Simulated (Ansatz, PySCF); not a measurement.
System: sulfur difluoride, SF₂, charge 0, multiplicity 1. SMILES: FSF
Geometry: optimised at B3LYP-D3(BJ)/def2-TZVP (Ansatz, a program for electronic structure).

PBE beside other levels, property by property. Cores are frozen in the correlated levels unless marked. Open shells are spin-unrestricted. Spin-orbit coupling is left out. No relativistic terms. CBS marks a two-point X^-3 extrapolation of the correlation energy; Hartree-Fock from the larger set. The bracket is a focal-point correction in the basis named. Rows marked 298 K are enthalpies with B3LYP-D3(BJ) harmonic zero-point and thermal terms from PySCF. Atomisation energies are electronic, to ground-state atoms; the column to compare with has the core term from cc-pwCVTZ added, other frozen-core levels have none. Vertical energies are electronic, to the SCF solution reached for that spin. The coupled-cluster column (Ansatz) is a level with limits of its own: (a) RI-MP2/CBS(aug-cc-pV(T+d)Z,aug-cc-pV(Q+d)Z)+[CCSD(T)-MP2]/aug-cc-pV(T+d)Z; (b) CCSD(T)/CBS(cc-pV(T+d)Z,cc-pV(Q+d)Z).

| property | PBE/def2-TZVPD (Ansatz) | SVWN5/def2-TZVPD (Ansatz) | r2SCAN-D4/def2-TZVPD (Ansatz + dftd4) | wB97M-V/def2-TZVPD (Ansatz) | coupled cluster |
|---|---|---|---|---|---|
| vertical triplet-singlet gap (eV) | 2.36 | 2.47 | 2.31 | 2.75 | 2.75 (a) |
| proton affinity at S, enthalpy at 298 K, to F[SH+]F (kcal/mol) | 159.8 | 154.9 | 162.4 | 156.8 | 160.3 (b) |
| atomisation energy (kcal/mol) | 191.6 | 237.6 | 176.9 | 179.5 | 176.0 (b) |
| vertical ionisation energy to the doublet (eV) | 9.97 | 10.21 | 10.05 | 10.33 | 10.46 (a) |
| F-S bond dissociation enthalpy, 298 K, to F atom + F[S] (kcal/mol) | 96.1 | 119.2 | 89.7 | 91.5 | 90.8 (b) |

As the rows show:
- vertical triplet-singlet gap: PBE lies 0.39 eV below coupled cluster.
- proton affinity at S, enthalpy at 298 K, to F[SH+]F: PBE lies 0.5 kcal/mol below coupled cluster.
- atomisation energy: PBE lies 15.6 kcal/mol above coupled cluster.
- vertical ionisation energy to the doublet: PBE lies 0.49 eV below coupled cluster.
- F-S bond dissociation enthalpy, 298 K, to F atom + F[S]: PBE lies 5.3 kcal/mol above coupled cluster.
